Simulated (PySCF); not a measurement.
**Trend along the 4d metals: MH molecules**

PBE0 with triple-zeta basis sets in PySCF, for the lowest determinant that a PBE0 search found; no spin–orbit coupling. De refers to high-spin ground-configuration atoms. A positive dipole means M(−)H(+).

```
 M         basis  state (unpaired electrons)  Re (Å)  ωe (cm⁻¹)  De (eV)  μ (D)
 Y    def2-TZVPP      singlet (closed shell)   1.911       1547     2.77  -1.67
Zr  x2c-TZVPPall     quartet (σ ↑, π ↑, δ ↑)   1.855       1594      n/a  -2.56
Nb    def2-TZVPP    quintet (σ ↑, π ↑↑, δ ↑)   1.764       1721     2.67  -2.40
Mo    def2-TZVPP    sextet (σ ↑, π ↑↑, δ ↑↑)   1.714       1773     2.38  -2.60
Tc    def2-TZVPP    quintet (σ ↑, π ↑, δ ↑↑)   1.641       1882      n/a  -2.43
Ru    def2-TZVPP         quartet (σ ↑, δ ↑↑)   1.577       1988     2.61  -2.24
Rh  x2c-TZVPPall          triplet (σ ↑, δ ↑)   1.551       2008     2.93  -2.20
Pd    def2-TZVPP               doublet (σ ↑)   1.530       2030     2.53  -2.10
Ag  x2c-TZVPPall      singlet (closed shell)   1.623       1761     2.27  -2.92
Cd  x2c-TZVPPall               doublet (σ ↑)   1.768       1427     0.85  -0.66
```

The shortest bond is that of PdH (1.530 Å), the longest that of YH (1.911 Å).

The rows differ in basis set, which adds steps of its own.

The state changes along the series, so neighbouring rows are not always alike in their bonding.

De is left out where the level can put another filling of the metal’s s and d shells below the measured ground configuration, by anything from nothing to about 1 eV. The metal atom is held in its measured ground configuration; semilocal functionals can put another filling of s and d lower by some tenths of an eV, and De to that atom would be smaller. Spin–orbit coupling is left out. States were picked by a PBE0 search and need not be the measured ground states.
